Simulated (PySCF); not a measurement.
Nuclear quadrupole coupling in `C[SiH2]N[SiH2][SiH2]F`

Compound: CH₁₀FNSi₃.
Cartesian coordinates in Å at the GFN2-xTB level; atoms count from 1:
```xyz
16
CH10FNSi3 angstrom
C     -2.8887    0.8375    0.3352
Si    -1.7039   -0.6197    0.5785
N     -0.1188   -0.0584    0.1589
Si     1.3532   -0.9733    0.1416
Si     3.0645    0.5576    0.1909
F      4.4415   -0.2889    0.1409
H     -3.8939    0.5632    0.6379
H     -2.5917    1.6989    0.9265
H     -2.9347    1.1488   -0.7046
H     -2.0967   -1.7480   -0.2754
H     -1.6620   -1.0465    1.9798
H     -0.0921    0.8372   -0.3014
H      1.3808   -1.8681   -1.0339
H      1.2758   -1.8552    1.3132
H      3.2445    1.3700    1.3940
H      3.2145    1.4537   -0.9585
```

Field gradients from the PBE0/pcSseg-1 density (PySCF, non-relativistic), principal values in atomic units, ordered |Vxx| ≤ |Vyy| ≤ |Vzz|:

| atom | Vxx | Vyy | Vzz |
| --- | --- | --- | --- |
| N3 | 0.2259 | 0.5692 | -0.7951 |

Task: Find the asymmetry η = (Vxx − Vyy)/Vzz and the couplings χ = eQV/h (234.96 MHz × Q in barn × V in au), with Q(14N) = 0.02044 b.

Result: 
```json
{"atom": "N3", "environment": "nitrogen bridging silicon atoms", "nucleus": "14N", "η": "0.43", "χzz (MHz)": "-3.819", "χxx (MHz)": "1.085", "χyy (MHz)": "2.734"}
```

The tensor is traceless: Vxx + Vyy + Vzz = 0.

Task: What is Vzz at N3 in SI units (1 au = 9.71736 × 10²¹ V/m²)?

Result: -0.7951 au = -7.726 × 10²¹ V/m².

Task: And the gradient at the other heavy atoms, for which no coupling is worked out here?

Result: 
| atom | environment | Vzz (au) | η |
| --- | --- | --- | --- |
| C1 | Si-methyl carbon | -0.055 | 0.15 |
| Si2 | SiH2 silicon | 0.337 | 0.22 |
| Si4 | SiH2 silicon | 0.316 | 0.08 |
| Si5 | fluorine-bound silicon | 0.847 | 0.14 |
| F6 | silicon-bound fluorine | 1.351 | 0.01 |

Task: What couplings would deuterons (Q(2H) = 0.00286 b) have in place of the hydrogens, at this geometry?

Result: 
| atom | bonded to | bond length (Å) | Vzz (au) | η | χzz (kHz) |
| --- | --- | --- | --- | --- | --- |
| H7 | C1 | 1.085 | 0.3271 | 0.01 | 220 |
| H8 | C1 | 1.086 | 0.3249 | 0.02 | 218 |
| H9 | C1 | 1.086 | 0.3246 | 0.01 | 218 |
| H10 | Si2 | 1.468 | 0.1566 | 0.03 | 105 |
| H11 | Si2 | 1.466 | 0.1593 | 0.03 | 107 |
| H12 | N3 | 1.007 | 0.4349 | 0.16 | 292 |
| H13 | Si4 | 1.477 | 0.1510 | 0.02 | 101 |
| H14 | Si4 | 1.468 | 0.1577 | 0.05 | 106 |
| H15 | Si5 | 1.463 | 0.1601 | 0.03 | 108 |
| H16 | Si5 | 1.465 | 0.1586 | 0.03 | 107 |

The structure is a single GFN2-xTB conformer in the gas phase; no vibrational or solvent corrections. GFN2-xTB bond lengths can be off by several hundredths of an ångström, more for odd bonds, and the gradients follow them. The basis is small and wasn't made for field gradients, so the couplings can be 20 % off.
